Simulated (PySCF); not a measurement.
PBE on Al⁻ (aluminium, charge -1), [Ne] 3s2 3p2, high-spin 3P determinant. All numbers are calculated (PySCF 2.14, the spin-free X2C one-electron Hamiltonian (Gaussian nucleus), in aug-cc-pCVTZ-DK (8s7p5d3f, 75 functions)).

```
cycle= 1 E= -242.695777860442  delta_E= -0.00925  |g|= 0.0179  |ddm|= 0.39
cycle= 2 E= -242.695398718931  delta_E= 0.000379  |g|= 0.0165  |ddm|= 0.175
cycle= 3 E= -242.696006112474  delta_E= -0.000607  |g|= 0.00999  |ddm|= 0.153
cycle= 4 E= -242.696128296546  delta_E= -0.000122  |g|= 0.000512  |ddm|= 0.0411
cycle= 5 E= -242.696128847107  delta_E= -5.51e-07  |g|= 8.93e-05  |ddm|= 0.00188
cycle= 6 E= -242.696128865076  delta_E= -1.8e-08  |g|= 3.9e-06  |ddm|= 0.000337
cycle= 7 E= -242.696128865104  delta_E= -2.77e-11  |g|= 4.81e-07  |ddm|= 3.03e-05
converged SCF energy = -242.696128865104  <S^2> = 2.0037558  2S+1 = 3.0025028
```

Highest occupied orbital energy: 1.318 eV; ⟨L²⟩ = 2.01; populations by l: s 6.00, p 8.00, d 0.00, f 0.00.

Can this result be used?

With care. The run converged. At PBE the highest occupied level has a positive energy, so only the finite basis holds that electron; in a semilocal or global hybrid functional this comes from self-interaction and does not mean that the real anion is unbound.
